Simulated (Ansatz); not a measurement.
```yaml
crystal:
  periodic: [false, false, false]
  atoms:
    - {symbol: N, position_ang: [0.522175, 1.045996, -1.819980]}
    - {symbol: C, position_ang: [0.105357, 0.470580, -0.602396]}
    - {symbol: C, position_ang: [0.635601, -1.056257, -0.030617]}
    - {symbol: O, position_ang: [-0.129940, -1.223786, 1.369913]}
    - {symbol: Al, position_ang: [-1.060236, 0.463918, 1.297226]}
    - {symbol: H, position_ang: [0.038942, 2.065873, -1.992441]}
    - {symbol: H, position_ang: [0.326053, -1.953649, -0.808503]}
    - {symbol: H, position_ang: [1.852086, -1.071926, 0.131135]}
    - {symbol: H, position_ang: [-2.191032, 1.207510, 2.436624]}
basis:
  gaussian: {orbitals: def2-mTZVPP}
hamiltonian: {xc: {name: HSE06}, dispersion: d3bjatm}
```

```sh
$ ansatz run in.yaml --threads 2 --pin off --events-out ev --progress --plain --max-ram 4352MiB
```

Shortened log:

```
Functional definition: HSE06
1156 factors; their error is unknown
98 factors; integrals over basis functions are off by at most 5.6e-7 eV
mean field evaluation 1: about -12252.4703 eV, gradient 6.4e1 eV
mean field evaluation 2: about -12169.5067 eV, gradient 1.8e2 eV
mean field evaluation 4: about -12260.6170 eV, gradient 2.0e1 eV
mean field evaluation 8: about -12261.5692 eV, gradient 2.2e-1 eV
mean field evaluation 16: about -12261.6176 eV, gradient 2.5e-4 eV
mean field -12261.61759588 eV, -450.6061354257 hartree, gradient 3.8e-5 eV, S^2 0.000000; 0 other end points of the search recorded, 0 dependent functions left out
reference -12261.61763643 eV, -450.6061369158 hartree; 22, 22 occupied and 106, 106 virtual orbitals, 1156 factors
Total energy: -12261.73180539 eV, -450.6103325479 hartree
```

Hardware: 2 threads of an Arm Neoverse V2 on a shared host. Wall time 2 s, peak host memory 0.22 GiB.
